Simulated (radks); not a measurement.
Re, configuration [Xe] 4f14 5d5 6s2 (the NIST ground configuration).

All-electron calculation, Dirac Kohn-Sham, PBEsol, spin-unpolarised, spherical densities, finite nucleus; open shells fill j = l - 1/2 first; Fermi nuclear charge, rms radius 5.3698 fm. Program: a radial shooting solver on a logarithmic mesh with Libxc functionals.

Energy parts (eV):
| part | energy |
|---|---|
| total | -454706.62 |
| kinetic | 513897.89 |
| electron-nucleus | -1137488.99 |
| Hartree | 177809.37 |
| exchange-correlation | -8924.88 |

Orbitals (lengths in bohr, moments of r in powers of bohr; r(max) is where P^2 peaks; r(90%) holds 90 % of the orbital's charge):
orbital  occ.  eigenvalue (eV)      <r^2>       <r^4>   r(max)  r(90%)
1s1/2       2        -71505.50  0.0004483   5.467e-07  0.01124  0.0329
2s1/2       2        -12389.63   0.006823  0.00008135  0.06475   0.118
2p1/2       2        -11858.92   0.004861  0.00004884  0.04803   0.104
2p3/2       4        -10420.13   0.006059  0.00007198  0.05497   0.115
3s1/2       2        -2867.637    0.04451    0.002997   0.1823   0.290
3p1/2       2        -2629.962    0.04078    0.002637   0.1705   0.281
3p3/2       4        -2317.552    0.04733    0.003513   0.1848   0.302
3d3/2       4        -1916.957    0.03660    0.002374   0.1445   0.275
3d5/2       6        -1849.115    0.03840    0.002590   0.1485   0.281
4s1/2       2        -597.6487     0.2194     0.06990   0.4132   0.633
4p1/2       2        -498.4019     0.2257     0.07600   0.4125   0.648
4p3/2       4        -425.4251     0.2607      0.1013   0.4424   0.696
4d3/2       4        -262.1679     0.2824      0.1284   0.4382   0.740
4d5/2       6        -248.6829     0.2954      0.1405   0.4476   0.757
4f5/2       6         -43.1456     0.4132      0.3909   0.4141   0.948
4f7/2       8         -40.6334     0.4266      0.4194   0.4190   0.963
5s1/2       2         -84.6185      1.209       2.151   0.9385    1.49
5p1/2       2         -54.5923      1.468       3.307    1.003    1.66
5p3/2       4         -43.6002      1.750       4.746    1.086    1.82
5d3/2       4          -5.7096      4.366       40.10    1.400    3.04
5d5/2       1          -4.8390      4.833       50.29    1.447    3.21
6s1/2       2          -5.8981      10.80       190.4    2.570    4.57

The highest occupied level is 5d5/2 at -4.839 eV. The electron density at the nucleus is 1.545e+06 e/bohr^3. Summed over all electrons, <r^2> = 67.77 bohr^2, which gives a Langevin (diamagnetic) susceptibility term of -53.7 x 10^-6 cm^3/mol. The density falls to 0.001 e/bohr^3 at r = 4.69 bohr.
